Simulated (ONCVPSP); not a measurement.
## An all-electron radial function and its pseudo partner (cobalt)

Columns: radius, all-electron u(r) and pseudo u(r) of the 3s shell (level -104.03 eV) of cobalt in the configuration [Ne] 3s2 3p6 3d7 4s1 4p1; Wu-Cohen, scalar-relativistic, ONCV scheme, ONCVPSP 4.0.1.

```csv
r (bohr),all-electron,pseudo
0.075,-0.0218,0.1679
0.150,-0.6367,0.3372
0.225,-0.5510,0.5077
0.300,-0.0927,0.6752
0.375,0.4181,0.8325
0.450,0.8294,0.9700
0.525,1.0978,1.0775
0.600,1.2351,1.1472
0.675,1.2693,1.1743
0.750,1.2329,1.1596
0.825,1.1526,1.1078
0.900,1.0487,1.0272
0.975,0.9353,0.9278
1.050,0.8217,0.8202
1.125,0.7134,0.7133
1.200,0.6138,0.6137
1.275,0.5241,0.5240
1.350,0.4449,0.4448
1.425,0.3757,0.3756
1.500,0.3159,0.3159
1.575,0.2648,0.2647
1.650,0.2212,0.2211
1.725,0.1843,0.1843
1.800,0.1533,0.1532
1.875,0.1272,0.1272
1.950,0.1054,0.1054
```

Question: How many radial nodes do the two functions have?

Answer: The all-electron 3s function has n − l − 1 = 2 (the table is too coarse to show those close to the nucleus); the pseudo-wave has 0, since the states of the same l below it are removed with the core.

Question: At about which radius was the pseudo-wave matched?

Answer: 1.15 bohr, where the columns begin to agree (steps of 0.07 bohr).

Question: Is the pseudo-wave norm-conserving?

Answer: Yes: the ONCV scheme keeps the norm inside the radius equal to the all-electron one, which fixes the energy derivative of the logarithmic derivative at the level.
